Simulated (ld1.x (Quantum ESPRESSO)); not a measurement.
Ranking TM semilocal potentials for xenon

All share these settings but for the change named:

ld1.x (Quantum ESPRESSO) 7.5 input, shortened:

```
&input
   title='Xe', zed=54., rel=1, dft='PBE', iswitch=3,
   config='[Kr] 4d10 5s2 5p6'
 /
 &inputp
   pseudotype=1, tm=.true., lloc=1,
   nlcc=.false.
 /
3
5S  1  0   2.00   0.00  1.30  1.30  0.0
4D  3  2  10.00   0.00  1.15  1.15  0.0
5P  2  1   6.00   0.00  2.05  2.05  0.0
 &test
   configts(1)='4d10 5s2 5p6'
 /
```

Test errors are all-electron minus pseudo excitation energies from the reference, over 4d10 5s2 5p5; 4d10 5s2 5p4; 4d10 5s2 5p3; 4d10 5s2 5p2; 4d9 5s2 5p6; 4d10 5s2 5p5.5; 4d10 5s1 5p6. None of these files shows a bound ghost.

The base gives 75.3 meV.

Of 12 variants that were run, those that failed, showed a ghost or another fault, or gave nearly equal values are left out.

In the semilocal form every listed channel keeps its own potential, so the choice of the local channel does not act on these tests. It acts once the file is put into the separable form.

A variant can come out equal or close to the base, since the largest error may sit in a test that the change hardly touches while other tests move.

**Question.** Rank these variants by their largest absolute test error, smallest first.
A. all radii scaled by about 1.12 (s 1.46, p 2.30, d 1.28 bohr)
B. local potential the d channel
C. core correction a·sin(br)/r model core inside 0.94 bohr
D. wave 5p (bound): rc 2.05 bohr becomes 5p (bound): rc 2.48 bohr
E. wave 5s (bound): rc 1.30 bohr becomes 5s (bound): rc 1.28 bohr

**Answer.** D (53.6 meV), B (75.3 meV), E (87.4 meV), C (135.6 meV), A (175.1 meV).
